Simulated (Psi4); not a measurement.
C₃H₉Sb, singlet, geometry from GFN2-xTB (all electrons, no relativity); BLYP/STO-3G in Psi4 1.11.

Psi4 was given this input:
```
memory 2 GB

molecule {
0 1
  Sb   -0.00673821    0.00740301    0.43142423
  C     0.19254380   -1.82326529   -0.71473966
  H     1.11761127   -2.32368584   -0.45225624
  H     0.19814442   -1.59192199   -1.77443677
  H    -0.63697105   -2.48620389   -0.49681510
  C     1.48921748    1.04940145   -0.74378095
  H     2.47603995    0.67127683   -0.50237513
  H     1.45823690    2.11023739   -0.52301994
  H     1.29510059    0.89708791   -1.80001401
  C    -1.64668376    0.73532555   -0.78736976
  H    -2.55198411    0.18722995   -0.55265593
  H    -1.40872327    0.60197337   -1.83717977
  H    -1.81427087    1.78768245   -0.58854042
}

set basis sto-3g
set scf_type pk
set puream true
set d_convergence 1e-8
set dft_radial_points 99
set dft_spherical_points 590

energy('blyp')
print_variables()
```

Output, abridged:

```
   => Loading Basis Set <=

    Name: STO-3G
    Role: ORBITAL
    Keyword: BASIS

         ---------------------------------------------------------
                                   SCF
               by Justin Turney, Rob Parrish, Andy Simmonett
                          and Daniel G. A. Smith
                              RKS Reference
         ---------------------------------------------------------

  ==> Geometry <==

    Molecular point group: c1
    Full point group: C1

    Geometry (in Angstrom), charge = 0, multiplicity = 1:

       Center              X                  Y                   Z               Mass
    ------------   -----------------  -----------------  -----------------  -----------------
         SB          -0.005174599638     0.005685129892     0.331311524724   120.903812000000
         C            0.194107410362    -1.824983170108    -0.814852365276    12.000000000000
         H            1.119174880362    -2.325403720108    -0.552368945276     1.007825032230
         H            0.199708030362    -1.593639870108    -1.874549475276     1.007825032230
         H           -0.635407439638    -2.487921770108    -0.596927805276     1.007825032230
         C            1.490781090362     1.047683569892    -0.843893655276    12.000000000000
         H            2.477603560362     0.669558949892    -0.602487835276     1.007825032230
         H            1.459800510362     2.108519509892    -0.623132645276     1.007825032230
         H            1.296664200362     0.895370029892    -1.900126715276     1.007825032230
         C           -1.645120149638     0.733607669892    -0.887482465276    12.000000000000
         H           -2.550420499638     0.185512069892    -0.652768635276     1.007825032230
         H           -1.407159659638     0.600255489892    -1.937292475276     1.007825032230
         H           -1.812707259638     1.785964569892    -0.688653125276     1.007825032230

  Running in c1 symmetry.

  Rotational constants: A =      0.12421  B =      0.12421  C =      0.10130 [cm^-1]
  Rotational constants: A =   3723.58556  B =   3723.58556  C =   3036.76903 [MHz]
  Nuclear repulsion =  380.091269222843835

  Charge       = 0
  Multiplicity = 1
  Electrons    = 78
  Nalpha       = 39
  Nbeta        = 39

  ==> Algorithm <==

  SCF Algorithm Type is PK.
  DIIS enabled.
  MOM disabled.
  Fractional occupation disabled.
  Guess Type is SAD.
  Energy threshold   = 1.00e-06
  Density threshold  = 1.00e-08
  Integral threshold = 1.00e-12

  ==> Primary Basis <==

  Basis Set: STO-3G
    Blend: STO-3G
    Number of shells: 29
    Number of basis functions: 51
    Number of Cartesian functions: 53
    Spherical Harmonics?: true
    Max angular momentum: 2

  ==> DFT Potential <==

   => LibXC <=

    Version 7.1.2
    S. Lehtola, C. Steigemann, M. J. T. Oliveira, and M. A. L. Marques,  SoftwareX 7, 1–5 (2018) (10.1016/j.softx.2017.11.002)

   => Composite Functional: BLYP <=

    BLYP GGA Exchange-Correlation Functional

    P.J. Stephens et. al., J. Phys. Chem., 98, 11623-11627, 1994
    B. Miehlich et. al., Chem. Phys. Lett., 157(3), 200-206 1989

    Deriv               =              1
    GGA                 =           TRUE
    Meta                =          FALSE

    Exchange Hybrid     =          FALSE
    MP2 Hybrid          =          FALSE

   => Exchange Functionals <=

    1.0000     XC_GGA_X_B88

   => Correlation Functionals <=

    1.0000     XC_GGA_C_LYP

   => LibXC Density Thresholds  <==

    XC_GGA_C_LYP:  1.00E-14
    XC_GGA_X_B88:  1.00E-15

   => Molecular Quadrature <=

    Radial Scheme          =       TREUTLER
    Pruning Scheme         =           NONE
    Nuclear Scheme         =       TREUTLER

    Blocking Scheme        =         OCTREE
    BS radius alpha        =              1
    Pruning alpha          =              1
    Radial Points          =             99
    Spherical Points       =            590
    Total Points           =         706293
[...]
      Number of atoms:                  13
      Number of AO shells:              29
      Number of primitives:             87
      Number of atomic orbitals:        53
      Number of basis functions:        51

      Integral cutoff                 1.00e-12
      Number of threads:                 1

  Performing in-core PK
  Using 1759602 doubles for integral storage.
  We computed 85862 shell quartets total.
  Whereas there are 94830 unique shell quartets.

  ==> DiskJK: Disk-Based J/K Matrices <==

    J tasked:                  Yes
    K tasked:                   No
    wK tasked:                  No
    Schwarz Cutoff:          1E-12

  Minimum eigenvalue in the overlap matrix is 2.2867279826E-01.
  Reciprocal condition number of the overlap matrix is 9.5542544588E-02.
    Using symmetric orthogonalization.

  ==> Pre-Iterations <==

  SCF Guess: Superposition of Atomic Densities via on-the-fly atomic UHF (no occupation information).

   -------------------------
    Irrep   Nso     Nmo
   -------------------------
     A         51      51
   -------------------------
    Total      51      51
   -------------------------

  ==> Iterations <==

                        Total Energy        Delta E     RMS |[F,P]|

   @RKS iter SAD: -6367.88703258326132   -6.36789e+03   0.00000e+00
   @RKS iter   1: -6371.38359428754484   -3.49656e+00   7.94099e-03 ADIIS/DIIS
   @RKS iter   2: -6371.34746258417272    3.61317e-02   9.19809e-03 ADIIS/DIIS
   @RKS iter   3: -6371.53532429927054   -1.87862e-01   1.42561e-03 ADIIS/DIIS
   @RKS iter   4: -6371.53866594498777   -3.34165e-03   2.01342e-04 ADIIS/DIIS
   @RKS iter   5: -6371.53880100022434   -1.35055e-04   1.37791e-05 DIIS
   @RKS iter   6: -6371.53880143035167   -4.30127e-07   2.49093e-06 DIIS
   @RKS iter   7: -6371.53880144544109   -1.50894e-08   1.00095e-07 DIIS
   @RKS iter   8: -6371.53880144547111   -3.00133e-11   1.16059e-08 DIIS
   @RKS iter   9: -6371.53880144547566   -4.54747e-12   6.79480e-09 DIIS
  Energy and wave function converged.

  ==> Post-Iterations <==

   Electrons on quadrature grid:
      Ntotal   =   77.9999925676 ; deviation = -7.432e-06

    Orbital Energies [Eh]
    ---------------------

    Doubly Occupied:

[...]
    Virtual:

[...]
    Final Occupation by Irrep:
              A
    DOCC [    39 ]
    NA   [    39 ]
    NB   [    39 ]

  @RKS Final Energy: -6371.53880144547566

   => Energetics <=

    Nuclear Repulsion Energy =            380.0912692228438345
    One-Electron Energy =               -9549.9607721502379718
    Two-Electron Energy =                2984.2483307319607775
    DFT Exchange-Correlation Energy =    -185.9176292500418413
    Empirical Dispersion Energy =           0.0000000000000000
    VV10 Nonlocal Energy =                  0.0000000000000000
    Total Energy =                      -6371.5388014454756558

Computation Completed

Properties will be evaluated at   0.000000,   0.000000,   0.000000 [a0]

Properties computed using the SCF density matrix

 Multipole Moments:

 ------------------------------------------------------------------------------------
     Multipole            Electronic (a.u.)      Nuclear  (a.u.)        Total (a.u.)
 ------------------------------------------------------------------------------------

 L = 1.  Multiply by 2.5417464519 to convert [e a0] to [Debye]
 Dipole X            :         -0.2261467            0.2304745            0.0043278
 Dipole Y            :          0.2484597           -0.2532133           -0.0047536
 Dipole Z            :         14.4792927          -14.7564760           -0.2771833
 Magnitude           :                                                    0.2772578

 ------------------------------------------------------------------------------------

  Variable Map:
  ----------------------------------------------------------------------------
[...]
  Array Variable Map:
  ----------------------------------------------------------------------------
[...]
[...]
```
